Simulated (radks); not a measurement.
Species: Rb3+. Configuration: [Ar] 3d9 4s2 4p4 4d1 (not the ground configuration). All-electron calculation, non-relativistic Kohn-Sham, LDA (Slater exchange, VWN5 correlation), spin-polarised, spherical densities, point nucleus; open shells are filled with parallel spins first (spin-orbit coupling, left out, can overturn this in heavy ions); relativity is left out, which matters for an element this heavy. Program: a radial shooting solver on a logarithmic mesh with Libxc functionals.

Unscreened Slater integrals over Kohn-Sham orbitals (cm^-1). They are taken over the spin-up orbitals. Empty in this configuration: 5s.

F0(4d,4d): 99704
F2(4d,4d): 51306
F4(4d,4d): 33868
F0(4d,4p): 112100
F2(4d,4p): 55354
G1(4d,4p): 68356
G3(4d,4p): 41896
F0(4d,4s): 115620
G2(4d,4s): 48781
F0(4d,3d): 133540
F2(4d,3d): 23310
F4(4d,3d): 9961.2
G0(4d,3d): 7917.4
G2(4d,3d): 8632.4
G4(4d,3d): 6422.2
F0(4d,5s): 73625
G2(4d,5s): 16102
F0(4p,4p): 131530
F2(4p,4p): 69608
F0(4p,4s): 137660
G1(4p,4s): 93784
F0(4p,3d): 170060
F2(4p,3d): 38649
G1(4p,3d): 12719
G3(4p,3d): 12121
F0(4p,5s): 77660
G1(4p,5s): 7294.9
F0(4s,4s): 144880
F0(4s,3d): 184540
G2(4s,3d): 15286
F0(4s,5s): 78808
G0(4s,5s): 4854.9
F0(3d,3d): 394010
F2(3d,3d): 191950
F4(3d,3d): 121470
F0(3d,5s): 86205
G2(3d,5s): 2823.9
F0(5s,5s): 63320

Derived for the open shells (J is the average intra-shell exchange parameter used in DFT+U). 3d: Racah B = F2/49 - 5 F4/441 = 2540 cm^-1, C = 35 F4/441 = 9641 cm^-1, C/B = 3.80, F4/F2 = 0.633, J = (F2 + F4)/14 = 22390 cm^-1. 4p: J = F2/5 = 13920 cm^-1. 4d: Racah B = F2/49 - 5 F4/441 = 663.1 cm^-1, C = 35 F4/441 = 2688 cm^-1, C/B = 4.05, F4/F2 = 0.660, J = (F2 + F4)/14 = 6084 cm^-1.
